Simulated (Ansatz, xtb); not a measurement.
**Relaxing a trial structure of H2SbSi**

The starting geometry of this gas-phase doublet has its atoms placed at random; its bonds are those of `[SiH2]=[Sb]`.

```xyz
4

Sb    0.8967    0.0396   -1.3580
Si   -0.2299   -1.3239   -0.1392
H    -0.3335   -0.6122    1.4028
H    -1.5510   -0.6076    0.6423
```

Problem. Guess where an optimisation with r2SCAN-D4/def2-SVP ends from this start.

Solution. It ends as `[SiH2]=[Sb]`. Distances that change by over a tenth: Sb1–Si2 (2.15 → 2.39 Å), Si2–H3 (1.70 → 1.49 Å), Si2–H4 (1.69 → 1.49 Å).

The energy falls by 3.20 eV over 9 steps:

```
step  E − E(last) (eV)
   1             3.202
   2             1.365
   3             0.618
   4             0.213
   5             0.038
   6             0.010
   7             0.001
   8             0.000
   9             0.000
```

Final geometry (Å):

```tsv
atom	x (Å)	y (Å)	z (Å)
Sb	0.9692	-0.0291	-1.5728
Si	-0.4040	-0.6728	0.2703
H	0.1017	-0.9417	1.6505
H	-1.8847	-0.8604	0.2000
```

From the same start GFN2-xTB reaches the same bonding as this run.

From so rough a start the end depends on the optimiser's path, so another program may land elsewhere. The end wasn't checked by frequencies. Open shells are spin-unrestricted. Atoms past krypton carry core potentials, without spin–orbit terms. Run with Ansatz 0.2.0, 2.5 min on 1 thread of Intel(R) Xeon(R) Processor @ 2.50GHz (Skylake/Cascade Lake), with other jobs on the host.
